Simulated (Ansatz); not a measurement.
System: sum formula BHF, net charge 1, singlet state. 
Structure (B3LYP-D3(BJ)/def2-TZVP (Ansatz, a quantum-chemistry and plane-wave program) minimum search):
```
B
F 1 1.2143
H 1 1.1763 2 180.00
```
Charge +1, spin multiplicity 1.

Basis-set convergence of Hartree-Fock and CCSD correlation energies (hartree) with Ansatz. Correlated levels leave the core frozen unless marked. Spin-orbit coupling is left out. Non-relativistic.

```tsv
basis	functions	E(HF)	E(corr, CCSD)
cc-pVDZ	33	-124.40625	-0.26007
cc-pVTZ	74	-124.45681	-0.32757
cc-pVQZ	140	-124.46704	-0.35262
cc-pV5Z	237	-124.46965	-0.36149
```

Extrapolating the two largest sets (X = 4 and 5) as X^-3: E(corr) = (125·(-0.36149) - 64·(-0.35262))/61 = -0.3708 Eh, an estimate of the basis-set limit. The largest set recovers 97.5 % of it, the smallest 70.1 %.
